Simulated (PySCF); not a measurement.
Isomers of C6H13PSe, from PySCF 2.14.0, PBE0-D3(BJ)/def2-SVP geometry optimisation, gas phase. One conformer each, no zero-point energy, no frequencies.

Question: Which is lowest in electronic energy at this level?
A. `[CH2:1]=[CH:2][P@@:3]([CH3:4])(=[Se:5])[CH:6]([CH3:7])[CH3:8]` with C1–C2–P3–C4 -130°, C2–P3–C6–C7 48°: A = 1400, B = 922.0, C = 704.0 MHz, dipole 4.76 D
B. `[CH3:1]/[CH:2]=[CH:3]\[P@H:4](=[Se:5])[CH2:6][CH2:7][CH3:8]` with C2–C3–P4–Se5 -69°, C3–P4–C6–C7 -175°, P4–C6–C7–C8 -177°: A = 1365, B = 711.4, C = 498.2 MHz, dipole 4.44 D
C. `[Se:1]=[PH:2]1[CH2:3][CH2:4][CH2:5][CH2:6][CH2:7][CH2:8]1` with Se1–P2–C3–C4 78°, P2–C3–C4–C5 89°, C3–C4–C5–C6 -72°, C4–C5–C6–C7 59°: A = 2258, B = 636.1, C = 567.2 MHz, dipole 5.15 D
D. `[CH3:1][CH:2]([CH3:3])[C@@H:4]1[CH2:5][P@@:6]1([CH3:7])=[Se:8]` with C1–C2–C4–C5 158°: A = 2277, B = 546.4, C = 542.8 MHz, dipole 4.92 D
E. `[CH3:1][CH:2]([CH3:3])[C@H:4]1[CH2:5][P@H:6](=[Se:7])[CH2:8]1` with C1–C2–C4–C5 -175°, C2–C4–C5–P6 145°, C4–C5–P6–Se7 102°, C5–P6–C8–C4 17°, C2–C4–C8–P6 -145°: A = 3106, B = 457.5, C = 442.8 MHz, dipole 4.84 D

Answer: C. That is `[Se]=[PH]1CCCCCC1`, 14.2 kcal/mol below the next.

```json
{"SMILES": "[Se]=[PH]1CCCCCC1", "mapped SMILES": "[Se:1]=[PH:2]1[CH2:3][CH2:4][CH2:5][CH2:6][CH2:7][CH2:8]1", "E (Eh)": "-2978.15929", "relative (kcal/mol)": "0.0", "relative (kJ/mol)": "0.0", "dipole (D)": "5.15"}
{"SMILES": "C=C[P@@](C)(=[Se])C(C)C", "mapped SMILES": "[CH2:1]=[CH:2][P@@:3]([CH3:4])(=[Se:5])[CH:6]([CH3:7])[CH3:8]", "E (Eh)": "-2978.13666", "relative (kcal/mol)": "14.2", "relative (kJ/mol)": "59.4", "dipole (D)": "4.76"}
{"SMILES": "CC(C)[C@H]1C[P@H](=[Se])C1", "mapped SMILES": "[CH3:1][CH:2]([CH3:3])[C@H:4]1[CH2:5][P@H:6](=[Se:7])[CH2:8]1", "E (Eh)": "-2978.13236", "relative (kcal/mol)": "16.9", "relative (kJ/mol)": "70.7", "dipole (D)": "4.84"}
{"SMILES": "CC(C)[C@@H]1C[P@@]1(C)=[Se]", "mapped SMILES": "[CH3:1][CH:2]([CH3:3])[C@@H:4]1[CH2:5][P@@:6]1([CH3:7])=[Se:8]", "E (Eh)": "-2978.12621", "relative (kcal/mol)": "20.8", "relative (kJ/mol)": "86.9", "dipole (D)": "4.92"}
{"SMILES": "C/C=C\\[P@H](=[Se])CCC", "mapped SMILES": "[CH3:1]/[CH:2]=[CH:3]\\[P@H:4](=[Se:5])[CH2:6][CH2:7][CH3:8]", "E (Eh)": "-2978.12396", "relative (kcal/mol)": "22.2", "relative (kJ/mol)": "92.8", "dipole (D)": "4.44"}
```

As drawn, the highest has a C=C bond outside aromatic rings, which the lowest lacks.
